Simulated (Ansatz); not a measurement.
A run for Ansatz (a quantum-chemistry and plane-wave program): U-CCSD(T)/cc-pV(D+d)Z on H3NSi (SMILES N[SiH]), a point of a bond scan (R = 1.514 Å). Files ending in .json are basis or fitting sets from the Basis Set Exchange.

Ansatz 0.2 input:
```yaml
crystal:
  periodic: [false, false, false]
  atoms:
    - {symbol: Si, position_ang: [-0.24474767, 0.39103857, 0.50999719]}
    - {symbol: H, position_ang: [-0.58600086, 1.47385990, -0.51531157]}
    - {symbol: N, position_ang: [0.39778231, -0.68955254, -0.65444502]}
    - {symbol: H, position_ang: [0.49581465, -0.44781323, -2.14542897]}
    - {symbol: H, position_ang: [0.76485489, -1.59313906, -0.39509969]}
basis:
  gaussian:
    orbitals: cc-pV_D+d_Z.json
correlation: {method: ccsd_t, electrons: outside_noble_gas}
scf: {omitted_lower_state_checks: [cluster_reference]}
magnetization: {spin_polarized: true, initial_magnetization: 0}
```

Output:

```
WARN ansatz: RAYON_NUM_THREADS=1 ignored (pool sized by the plan → 1); use --threads N
Functional definition: HF
these checks for a lower state are left out or cut short: cluster_reference
integrals: 0.03 GiB planned
528 factors; integrals over basis functions are off by at most 1.3e-3 eV
mean field: 0.11 GiB planned
mean field evaluation 1: about -9386.4559 eV, gradient 1.9e1 eV
mean field evaluation 2: about -9386.4830 eV, gradient 1.9e1 eV
mean field evaluation 4: about -9388.3437 eV, gradient 1.7e0 eV
mean field evaluation 8: about -9388.3815 eV, gradient 1.3e-1 eV
mean field evaluation 16: about -9388.3802 eV, gradient 7.1e-1 eV
mean field evaluation 32: about -9388.3504 eV, gradient 4.6e-1 eV
mean field -9388.38987088 eV, -345.0169640756 hartree, gradient 2.9e-6 eV, S^2 0.094156; 6 other end points of the search recorded, 0 dependent functions left out
6 core orbitals not correlated
reference -9388.38987088 eV, -345.0169640756 hartree; 6, 6 occupied and 40, 40 virtual orbitals, 528 factors
second order -7.36344571 eV of doubles, -0.00000000 eV of singles
coupled cluster: 0.12 GiB planned
cycle   1  -7.80146178 eV  change   -4.4e-1 eV  update   1.0e-1
cycle   2  -8.18725628 eV  change   -3.9e-1 eV  update   4.6e-2
cycle   3  -8.34838131 eV  change   -1.6e-1 eV  update   3.1e-2
cycle   4  -8.36833726 eV  change   -2.0e-2 eV  update   1.6e-2
cycle   5  -8.38410456 eV  change   -1.6e-2 eV  update   8.1e-3
cycle   6  -8.38581181 eV  change   -1.7e-3 eV  update   3.3e-3
cycle   7  -8.38736086 eV  change   -1.5e-3 eV  update   1.4e-3
cycle   8  -8.38757413 eV  change   -2.1e-4 eV  update   5.9e-4
cycle   9  -8.38759664 eV  change   -2.3e-5 eV  update   2.7e-4
cycle  10  -8.38767293 eV  change   -7.6e-5 eV  update   1.0e-4
cycle  11  -8.38768769 eV  change   -1.5e-5 eV  update   4.0e-5
cycle  12  -8.38768760 eV  change    8.9e-8 eV  update   2.1e-5
cycle  13  -8.38768529 eV  change    2.3e-6 eV  update   7.8e-6
coupled cluster: 0.12 GiB planned
perturbative correction -0.29804071 eV, -0.0109527941 hartree
Total energy: -9397.07559688 eV, -345.3361586189 hartree
Checks for a lower state left out: cluster_reference
```

The calculation finished and met its thresholds.

Cost: around 1.6 core-seconds (rough).
